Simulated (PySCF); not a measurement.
SnH3F, optimised at PBE0/def2-TZVP:

```xyz
5

Sn    -0.0148    -0.0204     0.0524
F     -0.0163     0.7405    -1.7169
H     -0.0214    -1.7024    -0.2000
H      1.4136     0.5590     0.7712
H     -1.4354     0.5693     0.7782
```

Energies from PySCF (xtb for GFN2), thermal terms from the rigid-rotor harmonic-oscillator model, ideal gas at 1 bar. All species are closed-shell singlets. Sn: scalar-relativistic def2 core potential, no spin-orbit coupling. SnH3F: computed as isolated molecules; such fragments, hydroxides, amides, oligomers or adducts are transient or little studied in the gas.

Question: List the harmonic frequencies (cm⁻¹, unscaled) at this level and at the other levels, each on its own geometry.

Answer: 
- PBE0/def2-TZVP: 506, 506, 611, 699, 699, 712, 1971, 1979, 1979
- GFN2-xTB: 420, 426, 426, 587, 640, 640, 1547, 1791, 1791
- PBE/def2-SVP: 500, 500, 602, 665, 665, 701, 1858, 1881, 1881
